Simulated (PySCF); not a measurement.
**Spin-rotation constants: `[H]/N=C/C(=C)[SiH3]`, C3H7NSi**

Geometry:
| atom | x (Å) | y (Å) | z (Å) |
| --- | --- | --- | --- |
| C1 | -0.298 | -1.320 | -1.181 |
| C2 | -0.039 | -0.355 | -0.302 |
| Si3 | -1.246 | 0.975 | 0.297 |
| C4 | 1.269 | -0.230 | 0.308 |
| N5 | 1.434 | 0.712 | 1.130 |
| H6 | 0.446 | -2.048 | -1.476 |
| H7 | -1.267 | -1.422 | -1.640 |
| H8 | -1.440 | 0.840 | 1.738 |
| H9 | -0.739 | 2.292 | -0.076 |
| H10 | -2.519 | 0.724 | -0.397 |
| H11 | 2.042 | -0.959 | 0.022 |
| H12 | 2.357 | 0.789 | 1.551 |

Method: GIAO HF/pcSseg-1 magnetisability, rotational g tensor and spin-rotation constants, non-relativistic, gas phase in PySCF. Geometry: GFN2-xTB.

Q: Give the nuclear spin-rotation constants along the inertial axes (H = +C I·J) beside the isotropic shieldings.

A: Rotational constants 4.7148, 4.0045, 2.2219 GHz. A star marks the isotopologue with that one atom substituted, in its own axes.
| atom | isotope | Caa (kHz) | Cbb (kHz) | Ccc (kHz) | mean (kHz) | σ (ppm) |
| --- | --- | --- | --- | --- | --- | --- |
| N5 | 14N | 1.344 | 0.918 | 0.077 | 0.779 | -90.0 |
| H6 | 1H | 0.077 | -0.055 | -0.269 | -0.082 | 25.7 |
| H7 | 1H | 0.355 | -0.296 | -0.258 | -0.066 | 25.6 |
| H8 | 1H | -0.435 | -0.205 | 0.003 | -0.212 | 28.0 |
| H9 | 1H | -0.435 | -0.208 | 0.005 | -0.213 | 28.0 |
| H10 | 1H | 0.098 | -0.281 | -0.220 | -0.134 | 28.4 |
| H11 | 1H | 0.217 | -0.099 | -0.237 | -0.040 | 23.8 |
| H12 | 1H | 0.635 | -0.241 | -0.276 | 0.039 | 21.2 |
| C1 | 13C* | 2.436 | 1.284 | 0.278 | 1.333 | 47.1 |
| C2 | 13C* | 2.498 | 1.476 | 0.266 | 1.413 | 39.4 |
| Si3 | 29Si* | -2.322 | -1.919 | -1.166 | -1.803 | 458.3 |
| C4 | 13C* | 2.678 | 1.499 | 0.402 | 1.526 | 14.3 |

For the geometry as given, no vibrational averaging.

Q: How do the rotational constants and the g tensor change when H6, H7, H8, H9, H10, H11, H12 are replaced by deuterium?

A: Constants 3.8689, 3.3389, 1.8709 GHz; g -0.0584, -0.0427, -0.0027, against -0.0713, -0.0510, -0.0032 before.
